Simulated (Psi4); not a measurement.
acetonitrile (C₂H₃N), singlet, at a GFN2-xTB geometry; CAM-B3LYP/def2-SVP run with Psi4.

Input for Psi4:
```
memory 2 GB

molecule mol {
0 1
C    -0.014757    0.011163   -1.162762
C     0.003475   -0.002628    0.273792
N     0.017974   -0.013596    1.416241
H    -0.009997    1.041350   -1.516885
H     0.865048   -0.506705   -1.542852
H    -0.913176   -0.490678   -1.520130
symmetry c1
}

set {
  basis def2-svp
  reference rks
}

energy('cam-b3lyp')
print_variables()
```

It wrote (shortened):

```
   => Loading Basis Set <=

    Name: DEF2-SVP
    Role: ORBITAL
    Keyword: BASIS

         ---------------------------------------------------------
                                   SCF
               by Justin Turney, Rob Parrish, Andy Simmonett
                          and Daniel G. A. Smith
                              RKS Reference
         ---------------------------------------------------------

  ==> Geometry <==

    Molecular point group: c1
    Full point group: C1

    Geometry (in Angstrom), charge = 0, multiplicity = 1:

       Center              X                  Y                   Z               Mass
    ------------   -----------------  -----------------  -----------------  -----------------
         C           -0.016164074770     0.012227061003    -1.273626379868    12.000000000000
         C            0.002067925230    -0.001563938997     0.162927620132    12.000000000000
         N            0.016566925230    -0.012531938997     1.305376620132    14.003074004430
         H           -0.011404074770     1.042414061003    -1.627749379868     1.007825032230
         H            0.863640925230    -0.505640938997    -1.653716379868     1.007825032230
         H           -0.914583074770    -0.489613938997    -1.630994379868     1.007825032230

  Running in c1 symmetry.

  Rotational constants: A =      5.28850  B =      0.31593  C =      0.31593 [cm^-1]
  Rotational constants: A = 158545.18768  B =   9471.24045  C =   9471.24029 [MHz]
  Nuclear repulsion =   59.124698271185686

  Charge       = 0
  Multiplicity = 1
  Electrons    = 22
  Nalpha       = 11
  Nbeta        = 11

  ==> Algorithm <==

  SCF Algorithm Type is DF.
  DIIS enabled.
  MOM disabled.
  Fractional occupation disabled.
  Guess Type is SAD.
  Energy threshold   = 1.00e-06
  Density threshold  = 1.00e-06
  Integral threshold = 1.00e-12

  ==> Primary Basis <==

  Basis Set: DEF2-SVP
    Blend: DEF2-SVP
    Number of shells: 27
    Number of basis functions: 57
    Number of Cartesian functions: 60
    Spherical Harmonics?: true
    Max angular momentum: 2

  ==> DFT Potential <==

   => LibXC <=

    Version 7.1.2
    S. Lehtola, C. Steigemann, M. J. T. Oliveira, and M. A. L. Marques,  SoftwareX 7, 1–5 (2018) (10.1016/j.softx.2017.11.002)

   => Composite Functional: CAM-B3LYP <=

    CAM-B3LYP Hyb-GGA Exchange-Correlation Functional

    T. Yanai, D. P. Tew, and N. C. Handy,  Chem. Phys. Lett. 393, 51 (2004) (10.1016/j.cplett.2004.06.011)

[...]
   @DF-RKS iter   3:  -132.56662174556530   -1.59330e-01   2.98478e-03 DIIS/ADIIS
   @DF-RKS iter   4:  -132.57962615185235   -1.30044e-02   3.88640e-04 DIIS/ADIIS
   @DF-RKS iter   5:  -132.57984892146058   -2.22770e-04   1.00549e-04 DIIS/ADIIS
   @DF-RKS iter   6:  -132.57986545069372   -1.65292e-05   1.54859e-05 DIIS
   @DF-RKS iter   7:  -132.57986592322445   -4.72531e-07   9.53872e-07 DIIS
  Energy and wave function converged.

  ==> Post-Iterations <==

   Electrons on quadrature grid:
      Ntotal   =   21.9999998899 ; deviation = -1.101e-07

    Orbital Energies [Eh]
    ---------------------

    Doubly Occupied:

[...]
    Virtual:

[...]
      57A      3.573643

    Final Occupation by Irrep:
              A
    DOCC [    11 ]
    NA   [    11 ]
    NB   [    11 ]

  @DF-RKS Final Energy:  -132.57986592322445

   => Energetics <=

    Nuclear Repulsion Energy =             59.1246982711856859
    One-Electron Energy =                -294.6854509711000674
    Two-Electron Energy =                 116.5790798632876033
    DFT Exchange-Correlation Energy =     -13.5981930865976643
    Empirical Dispersion Energy =           0.0000000000000000
    VV10 Nonlocal Energy =                  0.0000000000000000
    Total Energy =                       -132.5798659232244461

Computation Completed

Properties will be evaluated at   0.000000,   0.000000,   0.000000 [a0]

Properties computed using the SCF density matrix

 Multipole Moments:

 ------------------------------------------------------------------------------------
     Multipole            Electronic (a.u.)      Nuclear  (a.u.)        Total (a.u.)
 ------------------------------------------------------------------------------------

 L = 1.  Multiply by 2.5417464519 to convert [e a0] to [Debye]
 Dipole X            :          0.0397987           -0.0584958           -0.0186971
 Dipole Y            :         -0.0301041            0.0442467            0.0141426
 Dipole Z            :          3.1359332           -4.6090729           -1.4731397
 Magnitude           :                                                    1.4733262

 ------------------------------------------------------------------------------------

  Variable Map:
  ----------------------------------------------------------------------------
[...]
  Array Variable Map:
  ----------------------------------------------------------------------------
[...]
[...]
```
